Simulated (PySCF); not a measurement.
Energy of Tc (technetium, neutral) between two integer charges

The 5s beta orbital of [Kr] 4d5 5s2 is emptied in steps (occupation f), with all orbitals relaxed, ending at [Kr] 4d5 5s1. Calculation: PySCF 2.14, in aug-cc-pVDZ-PP with ECP28MDF (5s5p4d2f, 54 functions); scalar relativity through the core potential. The exact energy is a straight line in f; departures are measured from the line between the end points of the same method.

| f | PBE0 (eV) | LC-wPBE (eV) |
| --- | --- | --- |
| 1 | 0.000 | 0.000 |
| 0.9 | -0.172 | 0.009 |
| 0.7 | -0.400 | 0.018 |
| 0.5 | -0.474 | 0.018 |
| 0.3 | -0.395 | 0.012 |
| 0.1 | -0.162 | 0.005 |
| 0 | 0.000 | 0.000 |

```json
{"method": "PBE0", "E(f=0) − E(f=1) (eV)": "6.775", "−ε at f=1 (eV)": "4.868", "−ε at f=0.5 (eV)": "6.787"}
{"method": "LC-wPBE", "E(f=0) − E(f=1) (eV)": "6.582", "−ε at f=1 (eV)": "6.682", "−ε at f=0.5 (eV)": "6.560"}
```

Orbital energy along the path (eV):

```json
{"f": "1", "PBE0": "-4.868", "LC-wPBE": "-6.682"}
{"f": "0.9", "PBE0": "-5.251", "LC-wPBE": "-6.655"}
{"f": "0.7", "PBE0": "-6.018", "LC-wPBE": "-6.604"}
{"f": "0.5", "PBE0": "-6.787", "LC-wPBE": "-6.560"}
{"f": "0.3", "PBE0": "-7.559", "LC-wPBE": "-6.546"}
{"f": "0.1", "PBE0": "-8.306", "LC-wPBE": "-6.550"}
{"f": "0", "PBE0": "-8.202", "LC-wPBE": "-6.465"}
```

As f goes to zero the orbital energy of a semilocal functional can turn back, because the density of that orbital vanishes from the exchange-correlation potential.

Reference removal energy between the ground levels: 7.119 eV (measured; NIST Atomic Spectra Database, ionization energies).
